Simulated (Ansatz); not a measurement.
H6As2GeO2 (SMILES [OH][Ge]([OH])([AsH2])[AsH2]), singlet, geometry from GFN2-xTB, with bond 10-5 at 1.4 times its length; SC-NEVPT2/STO-3G, CASSCF(4,3) in Ansatz (a program for electronic structure).

Input for Ansatz:
Ansatz 0.2 input:
```yaml
crystal:
  periodic: [false, false, false]
  atoms:
    - {symbol: O, position_ang: [-0.43479516, -1.62221478, 1.31764936]}
    - {symbol: Ge, position_ang: [-0.04984945, -0.51241169, -0.01610989]}
    - {symbol: O, position_ang: [0.09308090, -1.72077660, -1.35259356]}
    - {symbol: As, position_ang: [2.17977778, 0.39679851, 0.45962882]}
    - {symbol: As, position_ang: [-2.06175374, 0.83903347, -0.40614805]}
    - {symbol: H, position_ang: [-0.48082512, -2.53128041, 1.02792729]}
    - {symbol: H, position_ang: [0.30795641, -1.37536282, -2.21523675]}
    - {symbol: H, position_ang: [1.98201633, 1.43988993, -0.62021196]}
    - {symbol: H, position_ang: [1.56436248, 1.35222330, 1.44315587]}
    - {symbol: H, position_ang: [-0.95947369, 2.09492294, -1.71056600]}
    - {symbol: H, position_ang: [-1.66499648, 1.73708249, 0.73244527]}
basis:
  gaussian:
    orbitals: STO-3G
magnetization: {spin_polarized: false}
correlation: {method: sc_nevpt2, electrons: all, active_space: {window: {electrons: 4, orbitals: 3}}}
```

### Question
Predict the main parts of the log of this Ansatz run.

### Answer

```
Functional definition: HF
775 factors; integrals over basis functions are off by at most 3.3e-5 eV
mean field evaluation 1: about -180175.6745 eV, gradient 2.8e1 eV
mean field evaluation 2: about -180175.7421 eV, gradient 2.9e1 eV
mean field evaluation 4: about -180178.9559 eV, gradient 1.5e0 eV
mean field evaluation 8: about -180178.9715 eV, gradient 3.7e-4 eV
mean field -180178.97147155 eV, -6621.4550718862 hartree, gradient 2.4e-6 eV, S^2 0.000000; 0 other end points of the search recorded, 0 dependent functions left out; unrestricted orbitals would lower it
reference -180178.97147155 eV, -6621.4550718862 hartree; 60, 60 occupied and 10, 10 virtual orbitals, 775 factors
state -180180.41219295 eV, -6621.5080174209 hartree
state -180180.41219295 eV, -6621.5080174209 hartree; corrected -180184.67353399 eV, -6621.6646188158 hartree
Total energy: -180184.67353399 eV, -6621.6646188158 hartree
```
